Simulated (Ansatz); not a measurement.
ClFISn, SMILES `[F][Sn]([Cl])[I]` radical. The species carries charge 0 and has multiplicity 2. Sn, I takes the def2 core potential.

| atom | x (Å) | y (Å) | z (Å) |
| --- | --- | --- | --- |
| F1 | 0.543 | -0.868 | 1.575 |
| Sn2 | 0.081 | 0.537 | 0.351 |
| Cl3 | 1.737 | 0.381 | -1.285 |
| I4 | -2.361 | -0.050 | -0.641 |

(1) What are the harmonic wavenumbers in cm⁻¹ at PBE0-D4/def2-TZVP (Ansatz, finite differences of forces, unscaled)? (Estimate.)

(2) Is this a minimum?

(3) Give the ideal-gas thermochemistry at 298.15 K and 1 bar (rigid rotor, harmonic oscillator; point group C1, symmetry number 1).

(4) And at 400, 500, 600, 800 and 1000 K?

(5) Rotational constants (cm⁻¹)?

Results:

(1) Computed: 70, 109, 139, 193, 360, 607.

(2) Yes, all 6 modes are real.

(3) Zero-point energy 8.8 kJ/mol; H(298) − E = 27.3 kJ/mol; entropy 370.0 J/(mol·K), of which translation 180.0, rotation 125.5, vibration 58.7, electronic 5.8; G(298) − E = -83.0 kJ/mol. Modes under 100 cm⁻¹ are hindered rotations or soft bends, so the harmonic entropy is rough.

(4) 
| T (K) | H − E (kJ/mol) | S (J/mol/K) | G − E (kJ/mol) |
| --- | --- | --- | --- |
| 400 | 35.2 | 392.8 | -121.9 |
| 500 | 43.2 | 410.5 | -162.1 |
| 600 | 51.2 | 425.2 | -203.9 |
| 800 | 67.5 | 448.7 | -291.4 |
| 1000 | 84.0 | 467.0 | -383.0 |

(5) 0.0927, 0.02342, 0.02016.
